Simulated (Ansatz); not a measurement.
Basis-set extrapolation for CH$_{7}$NSSi, SMILES `C[SiH](N)S` (PBE0-D4/def2-TZVP geometry, frozen core, the Gaussian-basis code of Ansatz). Multiplicity 1, RHF reference.

```json
{"": "HF", "def2-TZVPP": "-782.999842", "def2-QZVPP": "-783.025259"}
{"": "MP2 correlation", "def2-TZVPP": "-0.698220", "def2-QZVPP": "-0.750861"}
{"": "CCSD(T) correlation", "def2-TZVPP": "-0.779288", "def2-QZVPP": "not run"}
```

Energies in hartree. Use E(X) = E(∞) + A·exp(−7.88·√X) for Hartree–Fock and E(X) = E(∞) + B·X^(−2.97) for correlation, with X = 3 and 4, and add CCSD(T) minus MP2 of the smaller set to the MP2 limit.

Problem. What is the CCSD(T) energy at the basis-set limit?

Solution. HF limit: -783.025259 + (-0.025417) × 0.13774 = -783.02876. MP2 limit: -0.750861 + (-0.052641) × 0.74074 = -0.78985. Higher-order term: -0.779288 − (-0.698220) = -0.08107. Total: -783.89968 hartree, 316.5 kJ/mol below CCSD(T)/def2-TZVPP.
